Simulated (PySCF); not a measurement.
**P(2+) (phosphorus, charge +2): UHF calculation**

Configuration: [Ne] 3s2 3p1, 2P determinant. Calculation: PySCF 2.14, in aug-cc-pwCVDZ; no relativity, point nucleus.

| Item | Value |
| --- | --- |
| Total energy | -339.640598 hartree |
| One-electron energy | -459.0868 hartree |
| Hartree (Coulomb) energy | 141.4763 hartree |
| Exchange energy | -22.0301 hartree |
| Kinetic energy | 339.58717 hartree |
| ⟨S²⟩ | 0.7622 |
| ⟨L²⟩ | 2.037 |
| Sum of ⟨r⟩ | 9.670 bohr |
| Sum of ⟨r²⟩ | 14.20 bohr² |
| Traceless quadrupole moment −½Σ⟨3z² − r²⟩ along its main axis | -1.88 e·bohr² |
| Density at the nucleus (Gaussians lack the cusp) | 2130 bohr⁻³ |
| Spin density at the nucleus | 0.0822 bohr⁻³ |
| Langevin diamagnetic susceptibility | -11.2 ×10⁻⁶ cm³/mol |

| shell | electrons | mean orbital energy (eV) | spread (eV) | rms radius, mean of both spins (bohr) |
| --- | --- | --- | --- | --- |
| 1s α | 1 | -2201.1 | 0 | 0.120 |
| 1s β | 1 | -2200.8 | 0 | 0.120 |
| 2s α | 1 | -228.65 | 0 | 0.561 |
| 2s β | 1 | -228.36 | 0 | 0.561 |
| 2p α | 3 | -171.24 | 0.538 | 0.539 |
| 2p β | 3 | -170.71 | 0.641 | 0.539 |
| 3s α | 1 | -40.064 | 0 | 1.90 |
| 3s β | 1 | -37.069 | 0 | 1.90 |
| 3p α | 1 | -29.942 | 0 | 2.14 |

Spin-orbit constants ζ (cm⁻¹) from the X2C one-electron operator on these orbitals (non-relativistic here): bare nucleus, nucleus screened by l(l+1)(2l+1)/3 electrons, and screened by the Breit-Pauli mean field of the electrons.

```
shell   bare  screened nucleus  mean field
   2p   5433              4708        4377
   3p  406.9             352.6       322.8
```

To first order the Landé constant is A = 322.8 cm⁻¹, so the lowest level has J = 1/2 and lies 0.0400 eV below the centre of the term.
